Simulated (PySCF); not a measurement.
An equivalent PySCF input for B³⁺ (boron, charge +3), 1s2, closed-shell 1S, with no relativity, point nucleus:

```python
from pyscf import gto, scf, dft, mp, cc
import basis_set_exchange as bse
mol = gto.M(atom="B 0 0 0", charge=3, spin=0, symmetry="D2h",
            basis=gto.basis.parse(bse.get_basis("dyall-av3z", elements=["B"], fmt="nwchem")))
mf = dft.UKS(mol, xc="PBE")
mf.irrep_nelec = {'Ag': (1, 1)}
mf.kernel()
```

It reaches the same state as the run whose output follows, with an energy that differs only through the grid. The run itself started from symmetry-adapted Hartree-Fock orbitals and held the occupation by maximum overlap, on a logarithmic radial grid, so the iterations belong to that start.

```
SCF conv_tol = 1e-09
number electrons alpha = 1  beta = 1
XC functionals = PBE
    J. P. Perdew, K. Burke, and M. Ernzerhof.,  Phys. Rev. Lett. 77, 3865 (1996)
    J. P. Perdew, K. Burke, and M. Ernzerhof.,  Phys. Rev. Lett. 78, 1396 (1997)
    J. P. Perdew, K. Burke, and M. Ernzerhof.,  Phys. Rev. Lett. 77, 3865 (1996)
    J. P. Perdew, K. Burke, and M. Ernzerhof.,  Phys. Rev. Lett. 78, 1396 (1997)
cycle= 1 E= -21.9819696359178  delta_E= -0.00142  |g|= 0.00804  |ddm|= 0.0167
cycle= 2 E= -21.9819730871776  delta_E= -3.45e-06  |g|= 0.000987  |ddm|= 0.000597
cycle= 3 E= -21.9819731445442  delta_E= -5.74e-08  |g|= 6.23e-06  |ddm|= 5.9e-05
cycle= 4 E= -21.9819731445462  delta_E= -2.06e-12  |g|= 8.94e-09  |ddm|= 3.76e-07
converged SCF energy = -21.9819731445462  <S^2> = -4.4408921e-16  2S+1 = 1
```
